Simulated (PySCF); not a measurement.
## NaHg and its ions

r²SCAN; PySCF, scalar-relativistic core potentials, basis sets Na def2-SVPD, Hg def2-SVPD with ECP60. Neutral (UKS): doublet (σ ↑), Re = 3.354 Å, ωe = 68.7 cm⁻¹, De = 0.14 eV, HOMO -2.99 eV, LUMO -1.88 eV.

NaHg⁺ (UKS): singlet (closed shell), Re = 3.052 Å, ωe = 115 cm⁻¹, De = 0.36 eV to Na⁺ + Hg. The energies at the minima are -315.76957 hartree for NaHg and -315.59142 for NaHg⁺.

(1) Work out the adiabatic ionisation energy, without and with harmonic zero-point energies (1 hartree = 27.2114 eV, 1 eV = 8065.5 cm⁻¹), and the change of the bond length.

NaHg⁻ (UKS): singlet (closed shell), Re = 3.803 Å, ωe = 45.2 cm⁻¹. The energies at the minima are -315.76957 hartree for NaHg and -315.78403 for NaHg⁻.

(2) Work out the adiabatic electron affinity, without and with harmonic zero-point energies (1 hartree = 27.2114 eV, 1 eV = 8065.5 cm⁻¹), and the change of the bond length.

Closed-shell solutions of metal pairs were not tested for spin polarisation, which can lower them a little. Weak bonds: NaHg, NaHg⁺. Basis-set superposition, not corrected here, can be much of De in a small basis, most of all at correlated wavefunction levels. Spin–orbit coupling is left out. For an ion De counts to the pair picked by the measured ionisation energies or electron affinities, which need not be the lowest pair at this level. The highest Kohn–Sham level is positive in this anion. Much of that is self-interaction error, but it also means that the finite basis helps to hold the extra electron. States were picked by a PBE0 search and need not be the measured ground states.

## Answers

(1) At r²SCAN: 0.17815 hartree = 4.848 eV between the minima; the zero-point term (115.0 − 68.7)/2 cm⁻¹ = +0.003 eV makes it 4.851 eV. Re changes by -30.2 pm against the neutral. The electron leaves a σ orbital, and the shorter bond of the ion fits an antibonding orbital, or a change in how ionic the bond is.

(2) At r²SCAN: 0.01446 hartree = 0.393 eV between the minima; the zero-point term (68.7 − 45.2)/2 cm⁻¹ = +0.001 eV makes it 0.395 eV. Re changes by +44.9 pm against the neutral. The electron enters a σ orbital, and the longer bond of the ion fits an antibonding orbital, or a change in how ionic the bond is.
